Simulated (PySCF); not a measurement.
From one molecule to another.

First species: C₄H₉P.
Geometry (GFN2-xTB, Å), atoms numbered from 1 in this order:
```xyz
14
C4H9P angstrom
C      1.8934   -0.1131   -0.0526
P      0.5145   -0.3940    1.1563
C     -0.7383   -1.1488   -0.0267
C     -1.2487    0.2300   -0.4696
C     -0.5886    1.0441    0.6526
H      2.5648    0.6415    0.3544
H      1.5257    0.2117   -1.0233
H      2.4519   -1.0410   -0.1659
H     -0.3261   -1.7819   -0.8113
H     -1.4918   -1.7155    0.5203
H     -0.8638    0.5077   -1.4506
H     -2.3358    0.3148   -0.5036
H     -0.0715    1.9522    0.3457
H     -1.2865    1.2919    1.4522
```

Second species: C7H10P (charge +1).
SMILES: `C1=CC[PH+](CC#C)C1`

Levels: CAM-B3LYP/def2-SVPD for HOMO energy, LUMO energy, HOMO–LUMO gap and static isotropic polarisability; TDDFT CAM-B3LYP/def2-SVPD for lowest singlet excitation; TDA CAM-B3LYP/def2-SVPD for lowest triplet excitation (Tamm–Dancoff). Geometries: GFN2-xTB. All species are isolated and taken at one optimised geometry, non-relativistic unless stated. Electronic properties by PySCF.

```
                                property   column X  column Y
                             HOMO energy  -13.27 eV  -7.64 eV
                             LUMO energy   -3.26 eV   1.43 eV
                           HOMO–LUMO gap   10.01 eV   9.07 eV
               lowest singlet excitation    6.38 eV   5.79 eV
lowest triplet excitation (Tamm–Dancoff)    4.50 eV   4.66 eV
         static isotropic polarisability    91.2 au   71.2 au
```

Problem. Which column belongs to which species?

Solution. Column X is the second species and column Y the first. The first has 14 atoms and 48 electrons, the second 18 and 66; their charges are 0 and +1, their HOMO energies -7.64 eV and -13.27 eV.

Problem. How does each property change from the first species to the second?

Solution. HOMO energy -5.63 eV; LUMO energy -4.69 eV; HOMO–LUMO gap +0.94 eV; lowest singlet excitation +0.59 eV; lowest triplet excitation (Tamm–Dancoff) -0.16 eV; static isotropic polarisability +20.0 au.

On the first: The vertical singlet–triplet gap S1 − T1 is 1.13 eV (TDDFT singlet less Tamm–Dancoff triplet). S1 lies 3.28 eV below the HOMO–LUMO gap.

On the second: The vertical singlet–triplet gap S1 − T1 is 1.88 eV (TDDFT singlet less Tamm–Dancoff triplet). S1 lies 3.63 eV below the HOMO–LUMO gap.

One conformer stands for the species.
